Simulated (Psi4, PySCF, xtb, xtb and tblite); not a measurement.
Torsional profile of SMILES O=C(c1ccsc1)c1cccs1, singlet. Scanned: dihedral O1–C2–C3–C4; all other coordinates were relaxed at GFN2-xTB. Points at φ and −φ are mirror images.

Geometry of the scan point at -90° (Å):
```
18

O      0.8455    -2.3010     0.6874
C      0.5621    -1.1884     0.3001
C      1.5838    -0.1570    -0.0490
C      2.1074     0.7690     0.8917
C      3.0158     1.6093     0.3376
S      3.2569     1.2958    -1.3335
C      2.1174     0.0103    -1.2881
C     -0.8148    -0.7332     0.1510
C     -1.9590    -1.4470     0.4157
C     -3.1285    -0.7138     0.1652
C     -2.8656     0.5461    -0.2858
S     -1.1899     0.8649    -0.4145
H      1.8139     0.7921     1.9256
H      3.5635     2.3990     0.8116
H      1.9087    -0.5485    -2.1784
H     -1.9328    -2.4593     0.7763
H     -4.1221    -1.0980     0.3108
H     -3.5686     1.3110    -0.5521
```

- GFN2-xTB (xtb and tblite)
- PBE0/def2-SVP // GFN2-xTB (Psi4)
- PBE0-D3(BJ)/def2-SVP // GFN2-xTB (Psi4)
- PBE/def2-SVP // GFN2-xTB (Psi4)
- PBE-D3(BJ)/def2-SVP // GFN2-xTB (Psi4)
- GFN1-xTB // GFN2-xTB (xtb)
- RKS-B3LYP/6-31G* = restricted B3LYP/6-31G*, spherical d, density fitting // GFN2-xTB run with PySCF
- RHF/LANL2DZ = restricted Hartree-Fock/LANL2DZ, with its core potentials past Ne // GFN2-xTB in PySCF 2.14.0
- RKS-LDA (SVWN5)/6-31G* = PySCF 2.14.0 with restricted LDA (SVWN5)/6-31G*, spherical d, density fitting // GFN2-xTB
- RKS-B3LYP/3-21G = restricted B3LYP/3-21G, density fitting // GFN2-xTB (PySCF 2.14.0)

Least-squares fit of E(φ) = a0 + Σ (a_n cos nφ + b_n sin nφ), n = 1 to 4, to the 12 scan points, in kcal/mol above the lowest point of each profile (levels whose profile four harmonics don't fit are not listed):

```tsv
method	a0	a1	b1	a2	b2	a3	b3	a4	b4	rms of fit
GFN2-xTB	0.80	0.05	0.00	-0.68	0.00	-0.05	0.00	0.69	0.00	0.10
PBE0/def2-SVP	1.84	-0.30	0.00	-2.12	0.00	-0.01	0.00	0.71	0.00	0.11
PBE0-D3(BJ)/def2-SVP	1.83	-0.33	0.00	-1.99	0.00	0.01	0.00	0.76	0.00	0.12
PBE/def2-SVP	1.90	-0.32	0.00	-2.29	0.00	0.01	0.00	0.67	0.00	0.09
PBE-D3(BJ)/def2-SVP	1.90	-0.34	0.00	-2.19	0.00	0.02	0.00	0.73	0.00	0.09
GFN1-xTB	1.25	0.19	0.00	-1.61	0.00	-0.04	0.00	0.49	0.00	0.04
RKS-B3LYP/6-31G*	1.94	-0.36	0.00	-2.13	0.00	-0.07	0.00	0.76	0.00	0.14
RHF/LANL2DZ	1.77	-0.32	0.00	-1.95	0.00	-0.30	0.00	0.58	0.00	0.18
RKS-LDA (SVWN5)/6-31G*	2.36	-0.30	0.00	-3.01	0.00	0.03	0.00	0.81	0.00	0.06
RKS-B3LYP/3-21G	2.84	-0.47	0.00	-2.74	0.00	-0.16	0.00	0.41	0.00	0.07
```
